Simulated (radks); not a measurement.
Ga4+, 27 electrons, occupied as [Ar] 3d9. Method: Dirac Kohn-Sham, LDA (Slater exchange, Perdew-Zunger correlation), spin-unpolarised, spherical densities, point nucleus; open shells are shared between the two j in proportion to 2j + 1; computed with a radial shooting solver on a logarithmic mesh with Libxc functionals.

Unscreened Slater integrals over Kohn-Sham orbitals (hartree). Large and small components are both included.

integral           value
F0(3d5/2,3d5/2)   1.2360
F2(3d5/2,3d5/2)  0.58000
F4(3d5/2,3d5/2)  0.36239
F0(3d5/2,3d3/2)   1.2395
F2(3d5/2,3d3/2)  0.58155
G2(3d5/2,3d3/2)  0.58074
G4(3d5/2,3d3/2)  0.36287
F0(3d5/2,3p3/2)   1.2809
F2(3d5/2,3p3/2)  0.60930
G1(3d5/2,3p3/2)  0.74660
G3(3d5/2,3p3/2)  0.45704
F0(3d5/2,3p1/2)   1.2905
G3(3d5/2,3p1/2)  0.46082
F0(3d3/2,3d3/2)   1.2431
F2(3d3/2,3d3/2)  0.58312
F0(3d3/2,3p3/2)   1.2846
F2(3d3/2,3p3/2)  0.61077
G1(3d3/2,3p3/2)  0.74756
G3(3d3/2,3p3/2)  0.45772
F0(3d3/2,3p1/2)   1.2942
G1(3d3/2,3p1/2)  0.75586
F0(3p3/2,3p3/2)   1.3397
F2(3p3/2,3p3/2)  0.66916
F0(3p3/2,3p1/2)   1.3499
G2(3p3/2,3p1/2)  0.67323
F0(3p1/2,3p1/2)   1.3604
